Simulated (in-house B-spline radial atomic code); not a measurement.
Configurations of I5+, with energies counted from [Kr] 4d10 5s2. Level of theory: scalar-relativistic (X2C) r2SCAN, spin-polarised, spherical fractional occupations, Fermi nucleus of rms radius 4.75 fm; calculated with a radial B-spline atomic code at the basis-set limit. Shells without spins written out take the highest spin.

Occupations are held fixed; configurations that lie above the ionisation limit could autoionise.

```
                                          configuration  E - E(ref) (eV)  highest orbital  its <r> (bohr)
                                       [Kr] 4d9 5s2 6s1           81.529            6s up           3.267
                                       [Kr] 4d9 5s2 6p1           86.834            6p up           3.635
             [Kr] 4d(4 up, 5 down) 5s2 5f(1 up, 0 down)           93.858            5f up           3.598
                         [Ar] 3d10 4s2 4p5 4d10 5s2 5d1           156.62            5d up           2.387
[Ar] 3d(4 up, 5 down) 4s2 4p6 4d10 5s2 5p(0 up, 1 down)           630.59          5p down           1.889
                          [Ar] 3d9 4s2 4p6 4d10 5s2 5d1            650.7            5d up           2.365
[Ar] 3d(5 up, 4 down) 4s2 4p6 4d10 5s2 6f(1 up, 0 down)           677.57            6f up             5.9
```

Task: Order these further configurations by energy, lowest first.
A. [Ar] 3d10 4s2 4p5 4d10 5s2 5f1
B. [Ar] 3d9 4s2 4p6 4d10 5s2 6d1
C. [Kr] 4d9 5s2 6f1
D. [Kr] 4d10 4f1 5s1
E. [Kr] 4d9 5s2 5f1

Result: D (33.464 eV), E (93.685 eV), C (102.54 eV), A (174.33 eV), B (669.52 eV).

Task: How far above the reference does [Ar] 3d10 4s2 4p(2 up, 3 down) 4d10 4f(1 up, 0 down) 5s2 lie?

Result: 156.77 eV; its least bound orbital is 4f up with <r> = 1.524 bohr.

Task: How far above the reference does [Ar] 3d9 4s2 4p6 4d10 4f1 5s2 lie?

Result: 650.3 eV; its least bound orbital is 4f up with <r> = 1.459 bohr.
